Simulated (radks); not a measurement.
Results of a calculation; reference values are marked as such.
Charge is removed step by step from the 2p (averaged over the sub-levels emptied) level of Al, starting from [Ne] 3s2 3p1. Code: a radial shooting solver on a logarithmic mesh with Libxc functionals. Model: Dirac Kohn-Sham, PBE, spin-unpolarised, spherical densities, finite nucleus; open shells are shared between the two j in proportion to 2j + 1; Fermi nuclear charge, rms radius 3.061 fm.

removed (e),E - E(0) (eV),eigenvalue (eV),E minus straight line (eV)
0,0.000,-69.634,0.000
0.25,18.195,-75.978,-2.509
0.5,38.014,-82.627,-3.393
0.75,59.531,-89.556,-2.579
1,82.814,-96.746,0.000

Removing the whole electron costs 82.814 eV by Delta-SCF, against 69.634 eV from minus the eigenvalue at the starting occupation. Slater's transition state (half an electron removed) gives 82.627 eV. Integrating minus the eigenvalue over the occupation (Janak's theorem) gives 82.814 eV. The mean slope of the eigenvalue, de/dn, is 27.1 eV per electron.
